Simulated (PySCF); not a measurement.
CF3, SMILES F[C-](F)F, charge -1. Atoms are numbered in the order given.

```xyz
4

C      0.0000     0.0000    -0.5495
F      1.0932     0.6311     0.1221
F     -1.0932     0.6311     0.1221
F      0.0000    -1.2623     0.1221
```
Charge -1, spin multiplicity 1.

The structure is a stationary point at ωB97X-D3(BJ)/def2-SVPD.

Level of theory: PBE0/pcJ-1 run with PySCF.

Isotropic couplings with Fermi-contact, spin-dipole and both spin-orbit terms, one fixed conformer, no vibrational averaging. Isotopes: 13C, 19F.

```tsv
pair	bonds apart	J (Hz)
C1–F2	1	…
C1–F3	1	…
C1–F4	1	…
F2–F3	2	168.9
F2–F4	2	168.9
F3–F4	2	168.9
```

Complete the blanks. (An estimate is asked for; the answer gives what the named calculation found.)


- C1–F2, J (Hz): -542.5
- C1–F3, J (Hz): -542.5
- C1–F4, J (Hz): -542.5
